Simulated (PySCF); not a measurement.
Molecule (SMILES): S(F)(=O)F.
Geometry (B3LYP-D3(BJ)/def2-TZVP, fixed):
```xyz
4

O      1.3619    -0.1486    -0.3569
S      0.1670    -0.0077     0.4048
F     -0.6344     1.2320    -0.2285
F     -0.8731    -1.0862    -0.1739
```
Charge 0, spin multiplicity 1.

Basis-set convergence of the mean static polarisability at PBE with PySCF. All functions are spherical. Density fitting with generated auxiliary sets. No added dispersion term, no relativity. Reference: the value in aug-cc-pV(Q+d)Z, 28.24 bohr³, itself unsure by roughly 0.5 % (its mean distance from aug-pcseg-2, aug-cc-pV(T+d)Z). Deviations are taken from unrounded values.

| basis | functions | mean static polarisability (bohr³) |
|---|---|---|
| def2-SVP | 60 | 19.03 |
| def2-SVPD | 96 | 27.87 |
| pcseg-1 | 60 | 20.73 |
| aug-pcseg-1 | 96 | 28.17 |
| cc-pV(D+d)Z | 65 | 19.06 |
| aug-cc-pV(D+d)Z | 101 | 27.46 |
| 6-311G** | 80 | 20.27 |
| 6-311+G** | 96 | 24.69 |
| pcseg-2 | 124 | 23.50 |
| aug-pcseg-2 | 188 | 28.20 |
| cc-pV(T+d)Z | 129 | 22.75 |
| aug-cc-pV(T+d)Z | 193 | 28.02 |
| def2-TZVP | 130 | 23.43 |
| def2-TZVPD | 166 | 28.23 |
| def2-TZVPP | 135 | 23.45 |
| def2-TZVPPD | 171 | 28.23 |
| cc-pV(Q+d)Z | 229 | 25.25 |
| aug-cc-pV(Q+d)Z | 329 | 28.24 |
| def2-QZVPP | 241 | 26.10 |
| def2-QZVPPD | 277 | 28.29 |

What the diffuse functions change, pair by pair:
- def2-SVP to def2-SVPD: 36 more functions, deviation -32.6 to -1.3 %
- pcseg-1 to aug-pcseg-1: 36 more functions, deviation -26.6 to -0.2 %
- cc-pV(D+d)Z to aug-cc-pV(D+d)Z: 36 more functions, deviation -32.5 to -2.7 %
- 6-311G** to 6-311+G**: 16 more functions, deviation -28.2 to -12.6 %
- pcseg-2 to aug-pcseg-2: 64 more functions, deviation -16.8 to -0.1 %
- cc-pV(T+d)Z to aug-cc-pV(T+d)Z: 64 more functions, deviation -19.4 to -0.8 %
- def2-TZVP to def2-TZVPD: 36 more functions, deviation -17.0 to 0.0 %
- def2-TZVPP to def2-TZVPPD: 36 more functions, deviation -17.0 to 0.0 %
- cc-pV(Q+d)Z to aug-cc-pV(Q+d)Z: 100 more functions, deviation -10.6 to 0.0 %
- def2-QZVPP to def2-QZVPPD: 36 more functions, deviation -7.6 to 0.2 %

Leaving out the reference's own pair, they bring the value nearer the reference by more than 0.5 % in 9 of 9 pairs.
